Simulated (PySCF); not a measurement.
Atom-mapped SMILES (the numbers label the heavy atoms): `[F:1][c:2]1[cH:3][cH:4][cH:5][c:6]([Cl:7])[n:8]1` (H(Xn): hydrogen on atom n).

[PySCF 2.14: PBE0-D3(BJ)/def2-SVP geometry; NMR shieldings at PBE0/pcSseg-1/GIAO; a single conformation; no solvent model; relativity neglected]

Referencing at the same level of theory: 13C (σref 184.41) and 1H (σref 31.27) against TMS; 19F (σref 177.25) against CFCl3; HCl for 35Cl (σref 943.27); NH3 for 15N (σref 265.67).

```json
{"atoms": "C2", "nucleus": "13C", "count": "1", "δ (ppm)": "?"}
{"atoms": "C3", "nucleus": "13C", "count": "1", "δ (ppm)": "111.5"}
{"atoms": "N8", "nucleus": "15N", "count": "1", "δ (ppm)": "307.7"}
{"atoms": "Cl7", "nucleus": "35Cl", "count": "1", "δ (ppm)": "?"}
{"atoms": "C4", "nucleus": "13C", "count": "1", "δ (ppm)": "?"}
{"atoms": "H(C5)", "nucleus": "1H", "count": "1", "δ (ppm)": "7.12"}
{"atoms": "F1", "nucleus": "19F", "count": "1", "δ (ppm)": "-61.0"}
{"atoms": "C6", "nucleus": "13C", "count": "1", "δ (ppm)": "160.6"}
{"atoms": "C5", "nucleus": "13C", "count": "1", "δ (ppm)": "126.4"}
{"atoms": "H(C4)", "nucleus": "1H", "count": "1", "δ (ppm)": "7.71"}
{"atoms": "H(C3)", "nucleus": "1H", "count": "1", "δ (ppm)": "6.71"}
```

Q: Complete the table.

A: 
- C2: 168.7 ppm, aromatic carbon bearing fluorine; σ withdrawal by the attached heteroatom moves it downfield of the ring CH carbons
- C4: 147.4 ppm, aromatic CH
- Cl7: 313 ppm, chlorine bonded to C

Carbons that carry Cl, above all several Cl atoms, come out too deshielded, partly because spin–orbit coupling is missing. Shifts are as computed. Against solution values, carbons near 30 ppm lie about +2 ppm off and those near 130 ppm about +5 ppm; carbons on Cl a further +5 ppm. Of 1211 compounds with measured shifts, 218 miss one by over three times the rms of a fit or turn the order of signals round; such compounds aren't used in these exercises. Unscaled 19F shifts against computed CFCl3 carry errors that often reach 10 to 50 ppm. Experimental scales use liquid or dissolved standards, which lie at an offset from isolated NH3 (liquid NH3: subtract about 20 ppm). Unscaled 15N shifts of sp2 nitrogen come out 20 to 40 ppm too high even then.
